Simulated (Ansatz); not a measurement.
Mulliken charges of FH₂SeSn, SMILES `[F][SnH][SeH]` radical from ωB97M-V/def2-TZVPP in Ansatz (PBE0-D4/def2-TZVP geometry).

| atom | x (Å) | y (Å) | z (Å) | charge (e) |
| --- | --- | --- | --- | --- |
| F1 | -1.148 | -0.584 | 1.395 | -0.482 |
| Sn2 | -0.827 | -0.081 | -0.445 | 0.729 |
| Se3 | 1.576 | 0.751 | -0.481 | -0.266 |
| H4 | -0.916 | -1.583 | -1.319 | -0.081 |
| H5 | 1.365 | 1.423 | 0.808 | 0.101 |

Task: By hand: the dipole of these point charges (1 e Å = 4.8032 D).

Result: Σ q r = (-0.257, 0.295, -0.680) e Å, of length 0.785 e Å = 3.77 D.

Task: How does the dipole of the full density compare? (Estimate.)

Result: The calculation gave: (-0.091, 0.180, -0.412) e Å, 2.20 D; the point charges give 1.71 times that, at 8° from its direction.

Point charges leave out the atoms' own dipoles, such as those of lone pairs, and Mulliken's split depends on the basis, so the two needn't agree.
